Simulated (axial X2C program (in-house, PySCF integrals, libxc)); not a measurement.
Testing model relations on GaI

A bond curve at the CCSD(T) level, two-component, was computed with an axial X2C code built on PySCF integrals (basis I dyall-cv3z [11s12p8d4f1g], Ga dyall-cv3z [9s9p7d4f1g] (cores contracted in-house)) for the state Ω = 0 (closed shell). Its fit gives Re = 2.6107 Å, ωe = 213.4 cm⁻¹, ωexe = 0.467 cm⁻¹ and αe = 1.823e-04 cm⁻¹; the masses are 126.9045 and 68.9256 u. Two-component means X2C with spin–orbit coupling and atomic mean-field Coulomb and Gaunt terms.

Correlated methods: 10 electrons correlated (number of frozen shells: I 4 s, 3 p, 2 d; Ga 3 s, 2 p, 1 d), 308 virtual spin orbitals or spinors in MP2, 90 natural virtuals in coupled cluster.

Find the reduced mass, Be and the force constant.

From the CCSD(T) values: μ = 44.6661 u. Be = 16.8576/(μ Re²) = 0.05537 cm⁻¹. k = 5.8918×10⁻⁷ μ ωe² = 1.2 mdyn/Å.

A Morse curve ties αe to the other constants (Pekeris). How well does that hold?

αe(Morse) = 6Be²/ωe × (√(ωexe/Be) − 1) = 1.642e-04 cm⁻¹; the CCSD(T) curve gives 1.823e-04 cm⁻¹, a ratio of 0.90.

Give B0, the J = 1←0 line in GHz and the most populated J at 300 K (kT = 208.5 cm⁻¹).

B0 = Be − αe/2 = 0.05528 cm⁻¹; 2B0 = 3.315 GHz; J(max) ≈ √(kT/2B0) − 1/2 = 42.9, so J = 43.

Estimate De from a Morse curve and compare with the computed well depth of 3.299 eV to I + Ga.

De(Morse) = ωe²/(4ωexe) = 3.023 eV against 3.299 eV computed, a ratio of 0.92. For De the Morse form works well here.

Where do the fundamental and the first overtone lie?

ν(1←0) = ωe − 2ωexe = 212.5 cm⁻¹; ν(2←0) = 2ωe − 6ωexe = 424.0 cm⁻¹.

One determinant describes the state; a PBE0 search over occupations chose it and may have missed a lower one. Dissociation energies refer to the lowest single-determinant-based atoms at the same level and basis. Coupled cluster ran in a truncated set of natural virtual spinors; the MP2 energy of the rest was added. (T) has no such correction and the atoms are truncated less, which lowers De at CCSD(T) by a hundredth of an eV or more. With the outer-core shells frozen, correlated bond lengths of heavy atoms tend to come out a few hundredths of an ångström too long.
